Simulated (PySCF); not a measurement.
# Computed properties of AlHBr₂, SMILES [Br][AlH][Br]

AlHBr2, SMILES [AlH]([Br])[Br]. Geometry optimised at B3LYP-D3(BJ)/def2-SVP. Other conformers were not sampled. All values are computed for the isolated molecule unless a solvent is named; none is compared with measurement here.

**Structure.** The optimised structure has C2v symmetry. All 6 harmonic modes at B3LYP-D3(BJ)/def2-SVP (PySCF) are real, so it is a minimum. With heavy atoms numbered as in [AlH:1]([Br:3])[Br:4], the shortest bond between them is Al1–Br3 at 2.253 Å and the longest Al1–Br4 at 2.253 Å.

**Vibrations.** The strongest infrared lines (harmonic, unscaled, degenerate partners summed) lie at 655 cm⁻¹ (251 km/mol, H 90 %, Al 10 %), 2007 cm⁻¹ (121 km/mol, H 96 %), 438 cm⁻¹ (93 km/mol, H 82 %, Al 17 %). The softest mode is at 109 cm⁻¹ and the zero-point energy is 5.8 kcal/mol.

**Electronic structure.** r2SCAN/def2-TZVPD (PySCF) places the frontier levels at -7.73 and -2.13 eV, a gap of 5.60 eV, and gives a dipole moment of 0.88 D and a mean polarisability of 70.0 bohr³.

**Excitations.** TDA-B3LYP/def2-SVPD (PySCF) has S1 at 5.41 eV (229 nm, f = 0.000, dark); the most intense of the 10 singlets computed lies at 6.25 eV (f = 0.11). T1 (TDA) is at 5.31 eV, 0.10 eV under S1. No vertical singlet excitation falls in the visible range (under 3.1 eV).

**NMR.** GIAO shifts at B3LYP/pcSseg-2 (PySCF) (non-relativistic, atoms alike by connectivity averaged): ¹H at 5.7 ppm against TMS. Without spin–orbit terms, shifts of atoms bonded to Cl or Br come out too high.
